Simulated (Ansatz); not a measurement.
```yaml
crystal:
  periodic: [false, false, false]
  atoms:
    - {symbol: Cr, position_ang: [0.011412, -0.011383, -0.042353]}
    - {symbol: Cl, position_ang: [-1.169973, -1.678968, 0.540833]}
    - {symbol: Cl, position_ang: [2.122233, -0.041950, 0.046921]}
    - {symbol: Cl, position_ang: [-0.986446, 1.746478, -0.637205]}
basis:
  gaussian: {orbitals: def2-SVP}
magnetization: {spin_polarized: true, initial_magnetization: 1}
hamiltonian: {xc: {name: wB97M-V}}
scf: {lower_state_search: light}
output: {forces: true}
```

```sh
$ ansatz run in.yaml --threads 2 --pin off --events-out ev --progress --plain --max-ram 4352MiB
```

It prints (some lines left out):

```
Functional definition: wB97M-V
832 factors; integrals over basis functions are off by at most 3.6e-4 eV
153 factors; integrals over basis functions are off by at most 8.1e-5 eV
mean field evaluation 1: about -65971.2444 eV, gradient 9.3e0 eV
mean field evaluation 2: about -65971.7219 eV, gradient 6.5e0 eV
mean field evaluation 4: about -65972.0109 eV, gradient 1.2e0 eV
mean field evaluation 8: about -65972.1811 eV, gradient 4.2e-1 eV
mean field evaluation 16: about -65972.3676 eV, gradient 1.5e0 eV
mean field evaluation 32: about -65972.8068 eV, gradient 4.8e-4 eV
mean field evaluation 64: about -65972.7910 eV, gradient 5.6e-1 eV
mean field -65972.80683253 eV, -2424.4559331209 hartree, gradient 2.7e-8 eV, S^2 1.759912; 8 other end points of the search recorded, 0 dependent functions left out
reference -65972.80693037 eV, -2424.4559367163 hartree; 38, 37 occupied and 47, 48 virtual orbitals, 832 factors
Total energy: -65972.80693037 eV, -2424.4559367163 hartree
Atom 0 at     0.011412    -0.011383    -0.042353 Å, force    -0.157691    -0.170813     0.049765 eV/Å
Atom 1 at    -1.169973    -1.678968     0.540833 Å, force     0.158162     0.131990    -0.042660 eV/Å
Atom 2 at     2.122233    -0.041950     0.046921 Å, force     0.001671    -0.023449     0.011636 eV/Å
Atom 3 at    -0.986446     1.746478    -0.637205 Å, force    -0.002143     0.062272    -0.018742 eV/Å
Dipole moment:     0.014018     0.002924    -0.027370 e Å
```

Run time 73 s (2 threads of Intel Xeon 6975P-C on a shared host), peak host memory 0.57 GiB.

The charge 0 doublet is spin-contaminated (final ⟨S²⟩ up to 1.76, 0.75 for a pure state).
